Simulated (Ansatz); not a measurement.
Cs2Cl2: single points at one geometry.

```yaml
crystal:
  periodic: [false, false, false]
  atoms:
    - {symbol: Cs, position_ang: [-0.869289, -1.837740, 1.084710]}
    - {symbol: Cs, position_ang: [0.869204, 1.837808, -1.084669]}
    - {symbol: Cl, position_ang: [-1.168848, -0.486560, -1.760781]}
    - {symbol: Cl, position_ang: [1.168942, 0.486492, 1.760740]}
basis:
  gaussian: {orbitals: def2-SVP, initial_orbitals: start.molden}
hamiltonian: {xc: pbe0, dispersion: d4}
scf: {omitted_lower_state_checks: [starts]}
output: {orbitals: {seedname: orbitals}}
```

The file start.molden holds the orbitals of an earlier run on this structure, at another level or in another basis.

```sh
$ ansatz run in.yaml --threads 4 --pin off --events-out ev --progress --plain --max-ram 3916MiB
```

Output, abridged:

```
Functional definition: PBE0
776 factors; integrals over basis functions are off by at most 3.3e-4 eV
mean field evaluation 1: about -26131.9909 eV, gradient 5.4e0 eV
mean field evaluation 2: about -26132.0558 eV, gradient 6.9e-2 eV
mean field evaluation 4: about -26132.1391 eV, gradient 5.8e-4 eV
mean field evaluation 8: about -26132.1391 eV, gradient 1.4e-5 eV
mean field -26132.13911746 eV, -960.3383995665 hartree, gradient 1.4e-5 eV, S^2 0.000000; 0 other end points of the search recorded, 0 dependent functions left out
reference -26132.13917658 eV, -960.3384017392 hartree; 26, 26 occupied and 58, 58 virtual orbitals, 776 factors
Total energy: -26132.22785334 eV, -960.3416605500 hartree
Checks for a lower state left out: starts
```

It took 1.5 s on 4 threads of Arm Neoverse V1 on a shared host.

As the first input, with `gaussian: {orbitals: def2-TZVP, initial_orbitals: start.molden}`, `hamiltonian: {xc: pbe, dispersion: d4}` (abridged; 2 s):

```
Functional definition: PBE
mean field -26138.98449934 eV, -960.5899627106 hartree, gradient 2.1e-5 eV, S^2 0.000000
Total energy: -26139.08586370 eV, -960.5936877822 hartree
Checks for a lower state left out: starts
```

As the first input, with `gaussian: {orbitals: def2-TZVP, initial_orbitals: start.molden}` (abridged; 2 s):

```
Functional definition: PBE0
mean field -26140.71334567 eV, -960.6534966415 hartree, gradient 4.3e-5 eV, S^2 0.000000
Total energy: -26140.80209920 eV, -960.6567582737 hartree
Checks for a lower state left out: starts
```

As the first input, with `gaussian: {orbitals: def2-TZVP, initial_orbitals: start.molden}`, `hamiltonian: {xc: {name: B97M-V}}` (abridged; 9 s):

```
Functional definition: B97M-V
mean field -26143.20663841 eV, -960.7451234598 hartree, gradient 1.4e-5 eV, S^2 0.000000
Total energy: -26143.20679416 eV, -960.7451291834 hartree
Checks for a lower state left out: starts
```

First input, but with `gaussian: {orbitals: def2-TZVP, initial_orbitals: start.molden}`, `correlation: {method: mp2}` and without the key `hamiltonian` (abridged; 0.85 s):

```
Functional definition: HF
mean field -26094.69234979 eV, -958.9622562371 hartree, gradient 2.0e-6 eV, S^2 0.000000
10 core orbitals not correlated: weight in the atoms' cores, before any rotation towards them, 1.000 or more for the frozen orbitals, at most 0.000 for the correlated occupied ones
second order -16.30139855 eV of doubles, -0.00000000 eV of singles
Total energy: -26110.99374835 eV, -959.5613215844 hartree
Checks for a lower state left out: starts
```

As the first input, with `gaussian: {orbitals: def2-TZVP, initial_orbitals: start.molden}`, `hamiltonian: {xc: r2scan, dispersion: d4}`, `output: {forces: true, orbitals: {seedname: orbitals}}` (abridged; 4.4 s):

```
Functional definition: r2SCAN
mean field -26148.02082190 eV, -960.9220414396 hartree, gradient 1.2e-5 eV, S^2 0.000000
Total energy: -26148.04010550 eV, -960.9227500989 hartree
Atom 0 force    -0.012000    -0.025632     0.015334 eV/Å
Atom 1 force     0.012033     0.025607    -0.015349 eV/Å
Atom 2 force    -0.007893    -0.003108    -0.012114 eV/Å
Atom 3 force     0.007860     0.003132     0.012129 eV/Å
Dipole moment:    -0.000123     0.000092     0.000056 e Å
Checks for a lower state left out: starts
```

The first input with `gaussian: {orbitals: def2-TZVP, initial_orbitals: start.molden}`, `hamiltonian: {xc: {name: revPBE}, dispersion: d4}` (abridged; 2.1 s):

```
Functional definition: revPBE
mean field -26145.88089853 eV, -960.8434007062 hartree, gradient 2.6e-5 eV, S^2 0.000000
Total energy: -26146.03326307 eV, -960.8489999999 hartree
Checks for a lower state left out: starts
```

Geometry: PBE-D4/def2-TZVP.

In the def2 sets Cs takes a core potential; there is no spin–orbit coupling. Correlated methods freeze 10 core orbitals; core or outer-core shells of Cs are correlated, in sets that lack core-valence functions. The structure comes from a short search, and lower isomers may exist.
